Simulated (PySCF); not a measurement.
Run record: geometry optimisation, `[CH3][GeH]([CH3])[PH2]`.

Computed with PBE0-D3(BJ)/def2-SVP geometry optimisation, gas phase (PySCF 2.14.0). Start geometry: GFN2-xTB. The command runs a driver script over a list of jobs; the input below is this job's line of settings and its coordinates in Å.

Command:
```bash
OMP_NUM_THREADS=1 python probes_run.py task.json out
```

Input:
```
{"job": {"xc": "PBE0", "basis": "def2-SVP", "d3": "d3bj", "grid": 1, "shake": 0.01, "kind": "geom"}, "charge": 0, "multiplicity": 1}
C      0.176090     1.626810    -0.432790
Ge    -0.012850    -0.055320     0.580640
C     -1.570150    -1.104990    -0.090850
P      1.951520    -1.339660     0.532690
H     -0.763400     2.221380    -0.369160
H      0.337080     1.452560    -1.490810
H      0.983470     2.257860    -0.060030
H     -0.279260     0.315710     2.030120
H     -1.675640    -2.005160     0.520320
H     -1.405010    -1.389450    -1.110870
H     -2.475810    -0.528160    -0.005820
H      2.028280    -1.237260    -0.836780
H      2.711490    -0.231210     0.723020
```

Output:
```
step   0  E = -2499.08212068  max force = 0.027717
step   1  E = -2499.08752498  max force = 0.010341
step   2  E = -2499.08834541  max force = 0.002683
step   3  E = -2499.08853952  max force = 0.001438
step   4  E = -2499.08859067  max force = 0.001091
step   5  E = -2499.08861146  max force = 0.000376
step   6  E = -2499.08861599  max force = 0.000246
optimisation converged
```

Energies in Eh; «max force» is the largest Cartesian gradient component in Eh/bohr.

**Question.** Give the first gradient maximum in eV/Å.

**Answer.** With 1 Eh/bohr = 51.422 eV/Å, 1.425 eV/Å.

Summary of the converged run: final energy -2499.08862 Eh after 6 steps; dipole 1.64 D.

**Question.** Where do the atoms end?

**Answer.** 0.054 Å rms from the input after alignment:
```
atom  x, y, z in Å
C1    -0.2888    1.5872   -0.5057
Ge2    0.0064   -0.0002    0.5973
C3    -1.2237   -1.4300    0.0845
P4     2.1816   -0.8227    0.4023
H5    -1.3207    1.9511   -0.3862
H6    -0.1245    1.3447   -1.5661
H7     0.4024    2.3934   -0.2208
H8    -0.1959    0.3533    2.0891
H9    -1.0869   -2.3071    0.7332
H10   -1.0415   -1.7350   -0.9568
H11   -2.2660   -1.0885    0.1707
H12    2.1825   -0.7257   -1.0257
H13    2.7875    0.4624    0.5676
```

Time: 47 s wall; peak memory 0.52 GiB. Hardware: Arm Neoverse V1, one thread (shared host).
Labels such as C1 count atoms from 1, the log's own numbers from 0.
